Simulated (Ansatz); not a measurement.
```yaml
crystal:
  periodic: [false, false, false]
  atoms:
    - {symbol: Li, position_ang: [0.057424, -1.664702, 0.459674]}
    - {symbol: Li, position_ang: [-1.057797, 0.502609, -1.270655]}
    - {symbol: Xx, position_ang: [0.797157, 1.185896, 0.971780]}
    - {symbol: N, position_ang: [0.203216, -0.023813, -0.160809]}
basis:
  gaussian: {orbitals: x2c-TZVPPall, fitting: {mean_field: def2-universal-jkfit}, nuclear_model: gaussian}
total_charge: -1
magnetization: {spin_polarized: true, initial_magnetization: 3}
hamiltonian: {xc: {name: B97M-V}}
scf: {omitted_lower_state_checks: [starts]}
```

```sh
$ ansatz run in.yaml --threads 4 --pin off --events-out ev --progress --plain --max-ram 3916MiB
```

Output, abridged:

```
Error: YAML parse error: error: line 6 column 16: `Xx` is not an element symbol (H … Og, case-exact)
 --> <input>:6:16
4 |     - {symbol: Li, position_ang: [0.057424, -1.664702, 0.459674]}
5 |     - {symbol: Li, position_ang: [-1.057797, 0.502609, -1.270655]}
6 |     - {symbol: Xx, position_ang: [0.797157, 1.185896, 0.971780]}
7 |     - {symbol: N, position_ang: [0.203216, -0.023813, -0.160809]}
8 | basis:
```

Q: Something in this input is off. What?

A: An element symbol is wrong. The input was rejected before any iteration.
